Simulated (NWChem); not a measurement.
System: C₂H₅Ga; SMILES [CH]([GaH2])=C

Here is an NWChem input.

```
start job
memory heap 200 mb stack 900 mb global 1100 mb
geometry units angstroms noautoz
  Ga    -0.036563    -0.757719     0.000000
  H     -1.586123    -1.030798     0.000000
  H      1.000254    -1.938271     0.000000
  C      0.533538     1.109378     0.000000
  C     -0.366682     2.104967     0.000000
  H      1.596104     1.386380     0.000000
  H     -0.077820     3.164279     0.000000
  H     -1.446255     1.909159     0.000000
end
basis spherical
  * library aug-cc-pvdz
end
dft
  xc xtpss03 ctpss03
  iterations 150
  mulliken
end
task dft energy
```

All runs use the structure optimised with PBE0/def2-SVP.

Task: Predict the main results of this run. (TPSS/aug-cc-pVDZ.) Quantities: basis functions; energy (Ha); highest occupied level (eV); orbital gap (eV); dipole (D).

Result: 
- number of basis functions = 127
- energy (Ha) = -2004.01
- highest occupied level (eV) = -6.94
- orbital gap (eV) = 4.50
- dipole (D) = 0.89
